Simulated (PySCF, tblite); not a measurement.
Isomers of C9H12. All values are computed: GFN2-xTB (tblite) harmonic vibrations without scaling, gas phase. This tight-binding method is rough: wavenumbers can miss measured ones by several per cent, in bad cases by 10 to 20. One conformer each.

Electronic energies: PBE0/pcSseg-1 single points on the GFN2-xTB geometries (PySCF, gas phase).

```tsv
SMILES	electronic energy, lowest = 0 (kcal/mol)
C#CC=C1CCCCC1	11.4
CC1=C[C@@H]2C[C@H]1C=C2C	0.0
C#C[C@@H]1CCC(=C)[C@H]1C	20.2
C#CC(CC=C)CC=C	45.0
```

Problem. How do GFN2-xTB zero-point energies change the relative energies?

Solution. 
```tsv
SMILES	ZPE (kcal/mol)	of it from modes above 1550 cm⁻¹	electronic (kcal/mol)	with ZPE, lowest = 0 (kcal/mol)	lowest mode (cm⁻¹)	rings
CC1=C[C@@H]2C[C@H]1C=C2C	113.7	56.9	0.0	0.0	123	2
C#CC=C1CCCCC1	113.5	57.3	11.4	11.2	67	1
C#C[C@@H]1CCC(=C)[C@H]1C	112.3	57.9	20.2	18.9	39	1
C#CC(CC=C)CC=C	110.2	60.7	45.0	41.5	50	0
```

The zero-point energies span 3.5 kcal/mol, from `C#CC(CC=C)CC=C` to `CC1=C[C@@H]2C[C@H]1C=C2C`. The order is unchanged.

Problem. And how do the electronic energies of GFN2-xTB itself compare?

Solution. `CC1=C[C@@H]2C[C@H]1C=C2C` 0.0; `C#CC=C1CCCCC1` 17.7; `C#C[C@@H]1CCC(=C)[C@H]1C` 23.8; `C#CC(CC=C)CC=C` 58.2 kcal/mol, lowest = 0. Against the energies above, taken from the same isomer `CC1=C[C@@H]2C[C@H]1C=C2C`, the largest difference is 13.2 kcal/mol.

Problem. What do entropy and thermal enthalpy add at 298.15 K and 1 bar (rigid rotor, harmonic oscillator, one conformer each)?

Solution. 
```
                  SMILES  point group  symmetry number  S (cal/(mol K))  H − H(0) (kcal/mol)  ZPE + H − H(0) − TS (kcal/mol)
CC1=C[C@@H]2C[C@H]1C=C2C           C2                2             87.1                 5.87                            93.6
           C#CC=C1CCCCC1           C1                1             91.7                 6.20                            92.4
C#C[C@@H]1CCC(=C)[C@H]1C           C1                1             94.8                 6.58                            90.6
          C#CC(CC=C)CC=C           C1                1            102.0                 7.36                            87.2
```
